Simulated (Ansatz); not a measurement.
A search over several starts for the lowest SCF solution of Si₂B₂⁻ at the given spin, in a small basis.

```yaml
crystal:
  periodic: [false, false, false]
  atoms:
    - {symbol: B, position_ang: [0.655220, 0.469787, 0.059905]}
    - {symbol: B, position_ang: [-0.655338, -0.470059, -0.060000]}
    - {symbol: Si, position_ang: [-0.974413, 1.443490, -0.277544]}
    - {symbol: Si, position_ang: [0.974531, -1.443208, 0.277648]}
basis:
  gaussian: {orbitals: def2-SVP}
total_charge: -1
magnetization: {spin_polarized: true, initial_magnetization: 1}
hamiltonian: {xc: pbe0, dispersion: d4}
output: {orbitals: {seedname: orbitals}}
```

```sh
$ ansatz run in.yaml --threads 4 --pin off --events-out ev --progress --plain --max-ram 3916MiB
```

Output, abridged:

```
Functional definition: PBE0
621 factors; integrals over basis functions are off by at most 8.9e-4 eV
mean field evaluation 1: about -17088.6958 eV, gradient 1.6e1 eV
mean field evaluation 2: about -17086.3094 eV, gradient 2.3e1 eV
mean field evaluation 4: about -17090.4377 eV, gradient 3.4e-1 eV
mean field evaluation 8: about -17090.4618 eV, gradient 4.0e-2 eV
mean field evaluation 16: about -17090.4619 eV, gradient 2.8e-4 eV
mean field -17090.46188937 eV, -628.0628901032 hartree, gradient 5.4e-5 eV, S^2 0.772845; 4 other end points of the search recorded, 0 dependent functions left out
reference -17090.46191192 eV, -628.0628909319 hartree; 20, 19 occupied and 44, 45 virtual orbitals, 621 factors
Total energy: -17090.60480768 eV, -628.0681422542 hartree
```

It took 1 s on 4 threads of Arm Neoverse V2 on a shared host.

The structure comes from a short search, and lower isomers may exist.
